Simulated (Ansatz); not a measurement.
CH$_{7}$ClGeSi (`C[SiH2][GeH2][Cl]`), relaxed with RKS PBE-D4/def2-SVP in the Gaussian-basis code of Ansatz from a rough embedded geometry. The force threshold is 0.03 eV/Å; the program also tests the step.

Charge 0, multiplicity 1.

Start:

```xyz
11

C    -0.250    0.431   -1.560
Si    0.868    0.249   -0.151
Ge   -0.328   -0.654    1.595
Cl   -1.980    0.536    2.124
H    -0.693   -0.520   -1.905
H     0.283    0.908   -2.472
H    -1.107    1.110   -1.323
H     1.389    1.512    0.252
H     2.012   -0.659   -0.552
H    -0.833   -2.080    1.171
H     0.639   -0.834    2.821
```

Question: By how much does the energy fall, and how many steps does the optimiser take? (An estimate is asked.)

Answer: Ansatz gave: 36.14 kJ/mol, in 8 steps.

Question: Which bonds change most? (Estimate.)

Answer: Computed: Ge3–Cl4 from 2.103 to 2.207 Å; Si2–Ge3 from 2.301 to 2.396 Å; C1–Si2 from 1.807 to 1.889 Å; Si2–H8 from 1.425 to 1.506 Å.

Question: Give the relaxed structure. (An estimate is asked.)

Answer: Ansatz gave: 
```xyz
11

C    -0.304    0.500   -1.609
Si    0.939    0.198   -0.218
Ge   -0.238   -0.764    1.634
Cl   -2.003    0.546    1.840
H    -0.676   -0.458   -2.025
H     0.152    1.083   -2.433
H    -1.170    1.064   -1.209
H     1.545    1.488    0.267
H     2.056   -0.722   -0.640
H    -0.792   -2.197    1.386
H     0.491   -0.737    3.007
```
